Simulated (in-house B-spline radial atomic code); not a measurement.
Configurations of Ho3+, with energies counted from [Xe] 4f10. Method: scalar-relativistic (X2C) LC-wPBE, spin-polarised, spherical fractional occupations, exact exchange averaged over the configuration, Fermi nucleus of rms radius 5.2022 fm. Calculated with a B-spline radial code for spherical atoms. Shells without spins written out take the highest spin.

Occupations are held fixed; configurations that lie above the ionisation limit could autoionise.

```tsv
configuration	E - E(ref) (eV)	highest orbital	its <r> (bohr)
[Xe] 4f9 6p1	19.388	6p up	3.432
[Kr] 4d10 4f10 5s2 5p5 5d1	28.174	5d up	2.005
[Xe] 4f9 6f1	33.542	6f up	7.479
[Kr] 4d10 4f10 5s2 5p5 5f1	46.593	5f up	4.304
[Kr] 4d9 4f11 5s2 5p6	156.83	4f down	0.7866
[Kr] 4d9 4f10 5s2 5p6 5f1	186.42	5f up	4.266
```

(1) Order these further configurations by energy, lowest first.
A. [Kr] 4d10 4f10 5s2 5p5 6f1
B. [Kr] 4d10 4f10 5s2 5p5 6p1
C. [Kr] 4d9 4f10 5s2 5p6 6p1
D. [Kr] 4d10 4f10 5s2 5p5 6s1
E. [Kr] 4d10 4f11 5s2 5p5

(2) How far above the reference does [Xe] 4f9 5d1 lie?

Results:

(1) E (21.908 eV), D (31.42 eV), B (37.533 eV), A (51.567 eV), C (177.24 eV).

(2) 9.8547 eV; its least bound orbital is 5d up with <r> = 1.978 bohr.
